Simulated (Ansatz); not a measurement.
Ansatz (a quantum-chemistry and plane-wave program) input (HSE06/def2-TZVPD):

Ansatz 0.2 input:
```yaml
crystal:
  periodic: [false, false, false]
  atoms:
    - {symbol: F, position_ang: [-0.31727713, -1.92210696, 0.06729578]}
    - {symbol: As, position_ang: [-0.29154349, 0.02051173, 0.07326886]}
    - {symbol: F, position_ang: [1.44153628, -0.10142020, -0.36227777]}
    - {symbol: F, position_ang: [-0.05526635, 1.94831749, 0.02632949]}
basis:
  gaussian:
    orbitals: def2-TZVPD
hamiltonian:
  xc: {name: HSE06}
total_charge: -1
magnetization: {spin_polarized: true, initial_magnetization: 1}
output: {forces: true}
```

End of the output:

```
integrals: 0.11 GiB planned
1028 factors; their error is unknown
integrals: 0.15 GiB planned
55 factors; integrals over basis functions are off by at most 4.7e-5 eV
mean field: 1.18 GiB planned
mean field evaluation 1: about -68981.9519 eV, gradient 1.7e1 eV
mean field evaluation 2: about -68981.4468 eV, gradient 2.3e1 eV
mean field evaluation 4: about -68982.9308 eV, gradient 1.0e0 eV
mean field evaluation 8: about -68982.9374 eV, gradient 9.3e-2 eV
mean field evaluation 16: about -68983.2004 eV, gradient 2.2e-4 eV
mean field -68983.20043938 eV, -2535.0858576547 hartree, gradient 2.4e-5 eV, S^2 0.755996; 0 other end points of the search recorded, 0 dependent functions left out
the calculation of the forces begins
reference -68983.20048642 eV, -2535.0858593831 hartree; 31, 30 occupied and 143, 144 virtual orbitals, 1028 factors
Total energy: -68983.20048642 eV, -2535.0858593831 hartree
Atom 0 at    -0.317277    -1.922107     0.067296 Å, force     0.034990     0.283087    -0.006967 eV/Å
Atom 1 at    -0.291543     0.020512     0.073269 Å, force     0.380312    -0.026757    -0.095578 eV/Å
Atom 2 at     1.441536    -0.101420    -0.362278 Å, force    -0.411815     0.028974     0.103495 eV/Å
Atom 3 at    -0.055266     1.948317     0.026329 Å, force    -0.003487    -0.285303    -0.000951 eV/Å
Dipole moment:    -0.216691     0.015245     0.054457 e Å
```
